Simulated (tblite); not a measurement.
C₂H₁₃N₃OSi₃.
Atom-mapped SMILES: `[OH:1][Si@H:2]1[NH:3][CH2:4][CH2:5][SiH2:6][NH:7][SiH2:8][NH:9]1` (hydrogens: H10 on O1; H11 on Si2; H12 on N3; H13, H14 on C4; H15, H16 on C5; H17, H18 on Si6; H19 on N7; H20, H21 on Si8; H22 on N9)

The geometry is computed with GFN2-xTB (gas phase).

**Question.** List the bond lengths, angles and torsions at this level.

**Answer.** 
```
   bond  length (Å)   order
 O1–Si2       1.629  single
 Si2–N3       1.724  single
  N3–C4       1.447  single
  C4–C5       1.531  single
 C5–Si6       1.899  single
 Si6–N7       1.733  single
 N7–Si8       1.742  single
 Si8–N9       1.718  single
 Si2–N9       1.728  single
 O1–H10       0.952  single
Si2–H11       1.462  single
 N3–H12       1.008  single
 C4–H13       1.095  single
 C4–H14       1.095  single
 C5–H15       1.089  single
 C5–H16       1.091  single
Si6–H17       1.471  single
Si6–H18       1.478  single
 N7–H19       1.008  single
Si8–H20       1.465  single
Si8–H21       1.470  single
 N9–H22       1.005  single
```

Orders are formal, as drawn. A selection of angles:
```
     angle  degrees
 O1–Si2–N3    110.3
 O1–Si2–N9    102.2
 N3–Si2–N9    116.5
 Si2–N3–C4    122.0
  N3–C4–C5    114.4
 C4–C5–Si6    114.1
 C5–Si6–N7    111.4
Si6–N7–Si8    134.6
 N7–Si8–N9    112.7
Si2–N9–Si8    127.1
H10–O1–Si2    118.1
H12–N3–Si2    114.3
 H12–N3–C4    110.8
H19–N7–Si6    112.1
```

Torsions: O1–Si2–N3–C4 46° (synclinal); Si2–N3–C4–C5 63° (synclinal); N3–C4–C5–Si6 54° (synclinal); C4–C5–Si6–N7 -101° (anticlinal); C5–Si6–N7–Si8 42° (synclinal); Si6–N7–Si8–N9 -31° (synclinal); N7–Si8–N9–Si2 72° (synclinal); O1–Si2–N9–Si8 -168° (antiperiplanar); H10–O1–Si2–N3 51° (synclinal).

N3 (silicon-bound nitrogen) is pyramidal (angles 122.0°, 114.3° and 110.8°, sum 347.1°, 0.28 Å off the plane of its three neighbours). O1 (silanol oxygen) is bent (angle 118.1°). The N–Si distances run from 1.718 Å (Si8–N9, drawn single) to 1.742 Å (N7–Si8, drawn single), a spread of 0.024 Å. Si6 (SiH2 silicon) is distorted tetrahedral (angles from 105.1° to 111.8°). N7 (nitrogen bridging silicon atoms) is almost planar (angles 134.6°, 112.1° and 111.6°, sum 358.3°, 0.11 Å off the plane of its three neighbours). The 8-membered ring Si2–N3–C4–C5–Si6–N7–Si8–N9 has internal angles of 111.4° to 134.6° (sum 953°, against 1080° for a flat polygon); it is puckered, 0.47 Å rms from its mean plane, widest ring torsion 101°. Si8 (SiH2 silicon) is distorted tetrahedral (angles from 106.7° to 113.3°).

Point group: C1 (no symmetry element, even within 0.4 Å). Its GFN2-xTB frequencies are all real (lowest 25 cm⁻¹). One conformer, not necessarily the lowest (H–O1–Si2–N3 51°, O1–Si2–N3–C4 46°, Si2–N3–C4–C5 63°, N3–C4–C5–Si6 54°, C4–C5–Si6–N7 -101°). 3 starts were optimised and ended at 0.00, 0.43 and 1.50 kcal/mol (GFN2-xTB); the lowest of these is shown.

Hardware: Arm Neoverse V1, one thread, shared host with 32 logical CPUs at a one-minute load of 26. Cost: 2.0 s. These figures are those of the optimisation.
